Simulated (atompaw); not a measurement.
## An all-electron radial function and its pseudo partner (F (Z = 9))

Columns: radius, all-electron u(r) and pseudo u(r) of the 2s shell (level -29.65 eV) of fluorine in the configuration [He] 2s2 2p5; LDA (PW92), scalar-relativistic, PAW (atompaw) scheme, atompaw 4.2.0.5.

```tsv
r (bohr)	all-electron	pseudo
0.038	-0.3263	0.0988
0.077	-0.4458	0.1990
0.115	-0.4327	0.2945
0.154	-0.3407	0.3893
0.192	-0.2092	0.4775
0.231	-0.0547	0.5629
0.269	0.1000	0.6404
0.308	0.2535	0.7134
0.346	0.3923	0.7778
0.385	0.5204	0.8365
0.423	0.6300	0.8863
0.462	0.7263	0.9299
0.500	0.8049	0.9650
0.538	0.8692	0.9931
0.577	0.9215	1.0149
0.615	0.9603	1.0298
0.654	0.9891	1.0390
0.692	1.0075	1.0425
0.731	1.0178	1.0412
0.769	1.0207	1.0356
0.808	1.0173	1.0259
0.846	1.0088	1.0132
0.885	0.9954	0.9974
0.923	0.9789	0.9795
0.962	0.9588	0.9589
1.000	0.9368	0.9368
```

Q: How many radial nodes do the two functions have?

A: The all-electron 2s function has n − l − 1 = 1; the pseudo-wave has 0, since the states of the same l below it are removed with the core.

Q: Is the pseudo-wave norm-conserving?

A: No, it belongs to a PAW set: the norm inside the radius is not constrained, and the difference is carried by the augmentation charge.
